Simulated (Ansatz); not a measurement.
Conformers of Cl$_{2}$GeH$_{4}$OSi (`O[SiH](Cl)[GeH2][Cl]`), each relaxed with PBE0-D4/def2-TZVP in Ansatz. CBS adds the triple-zeta coupled-cluster correction to the MP2 limit.

Outer-core shells of Ge are correlated without core-valence functions. Scalar relativity is left out up to krypton. Spin–orbit coupling is left out.

Not all of them had a frequency check.

Conformer A:

```xyz
9

O     1.896   -0.362   -0.157
Si    0.352   -0.651   -0.605
Cl   -0.293   -2.484    0.063
Ge   -0.968    1.048    0.419
Cl   -0.867    0.717    2.550
H     2.573   -1.003   -0.378
H     0.201   -0.687   -2.082
H    -2.450    0.952    0.026
H    -0.444    2.470    0.165
```

Conformer B:

```xyz
9

O    -0.837    1.434    1.091
Si   -0.308   -0.108    1.087
Cl    1.424   -0.342    2.169
Ge    0.215   -0.670   -1.176
Cl    0.813    1.290   -1.930
H    -0.407    2.034    0.473
H    -1.351   -0.931    1.731
H     1.419   -1.597   -1.392
H    -0.967   -1.110   -2.053
```

(1) Which is lowest in electronic energy at CCSD(T)/CBS (frozen core, def2 sets), and by how much? (Estimate.)

(2) Give the energies relative to B (kJ/mol) with PBE-D4/def2-TZVPP, ωB97X-V/def2-TZVPP, B2PLYP/def2-TZVPP, PBE/def2-TZVPP, r2SCAN/def2-TZVPP, PBE0/def2-TZVPP, HF/def2-QZVPP. (Best estimate.)

Answers

(1) Computed: B; A lies 7.7 kJ/mol higher.

(2) Computed: 
```
             level    A
 PBE-D4/def2-TZVPP  9.6
ωB97X-V/def2-TZVPP  7.0
 B2PLYP/def2-TZVPP  6.9
    PBE/def2-TZVPP  9.1
 r2SCAN/def2-TZVPP  8.9
   PBE0/def2-TZVPP  7.5
     HF/def2-QZVPP  2.1
```
